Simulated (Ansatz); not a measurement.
```xyz
11

C     1.3623    0.0121    0.0339
C     0.7390    1.2517   -0.0288
C    -0.6509    1.2490   -0.0283
C    -1.3186   -0.0144   -0.0478
C    -0.6646   -1.2442    0.0199
C     0.7588   -1.2731   -0.0114
H     1.3187    2.1185   -0.0001
H    -1.1559    2.1569   -0.0428
H    -2.4358    0.0267   -0.0367
H    -1.1827   -2.1724   -0.0478
H     1.3234   -2.2108   -0.0255
```

Basis set: cc-pVDZ (spherical functions). Correlated methods keep 6 orbitals frozen. Charge 0, multiplicity 2.

Computed with Ansatz (development build ahead of 0.2.0); each method stands on the lowest determinant of its kind that the runs found.

(1) Give the atomization energy at this shape (free ground-state atoms in the same class of orbitals less the molecule, no zero-point energy) of doublet C6H5 by UHF-MP2, UHF.

Answers

(1)

| method | atomization energy |
| --- | --- |
| UHF-MP2 | 50.24 eV |
| UHF | 39.67 eV |

Caution: the shape is not the minimum; the unrestricted determinant is spin contaminated.
